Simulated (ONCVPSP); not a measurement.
# Cutoff test, S, ONCV

```
Element                 : S
Generator               : ONCVPSP 4.0.1
Type                    : optimised norm-conserving Vanderbilt (ONCV)
Functional              : revPBE
Relativity              : scalar-relativistic
Frozen core             : [Ne]
Valence charge          : 6
Reference configuration : 3s2 3p4
Partial waves           : 3s: rc 1.15 bohr, ncon 4, nbas 9, qcut 6.9 1/bohr, 2 projectors, debl 2.9 Ha; 3p: rc 1.30 bohr, ncon 4, nbas 9, qcut 7.2 1/bohr, 2 projectors, debl 0.5 Ha; d scattering state at 0.26 Ha: rc 1.35 bohr, ncon 5, nbas 9, qcut 7.9 1/bohr, 3 projectors, debl 1 Ha
Local potential         : polynomial inside 1.05 bohr (lpopt 5, dvloc0 0 Ha)
Core correction         : none
```

Question: For each optimised wave give the share of its norm inside rc, the residual kinetic energy above qcut (Ha) and the cutoffs (Ha) for errors of 10, 1, 0.1 and 0.01 mHa per electron.

Answer:

```json
{"wave": "3s", "norm inside rc": "0.190", "residual KE": "6.3e-04", "10 mHa": "8.5", "1 mHa": "19.6", "0.1 mHa": "155.9", "0.01 mHa": "189.7"}
{"wave": "s projector 2", "norm inside rc": "0.068", "residual KE": "1.1e-03", "10 mHa": "15.1", "1 mHa": "24.2", "0.1 mHa": "158.3", "0.01 mHa": "237.2"}
{"wave": "3p", "norm inside rc": "0.183", "residual KE": "5.1e-05", "10 mHa": "4.0", "1 mHa": "6.1", "0.1 mHa": "15.1", "0.01 mHa": "141.3"}
{"wave": "p projector 2", "norm inside rc": "0.051", "residual KE": "1.5e-04", "10 mHa": "3.4", "1 mHa": "5.5", "0.1 mHa": "29.1", "0.01 mHa": "139.9"}
{"wave": "d projector 1", "norm inside rc": "0.102", "residual KE": "2.2e-04", "10 mHa": "15.6", "1 mHa": "25.4", "0.1 mHa": "47.2", "0.01 mHa": "144.6"}
{"wave": "d projector 2", "norm inside rc": "0.181", "residual KE": "8.7e-04", "10 mHa": "22.1", "1 mHa": "30.7", "0.1 mHa": "53.4", "0.01 mHa": "125.2"}
{"wave": "d projector 3", "norm inside rc": "0.127", "residual KE": "1.6e-03", "10 mHa": "24.0", "1 mHa": "32.9", "0.1 mHa": "59.0", "0.01 mHa": "148.0"}
```

The occupied waves need 20 Ha and 156 Ha for 1 and 0.1 mHa. Note: ghosts flagged at negative energy: s at -179.2 eV; GHOST(+) flagged for d at 44.4 eV. A true bound ghost makes a file unfit for plane-wave use.
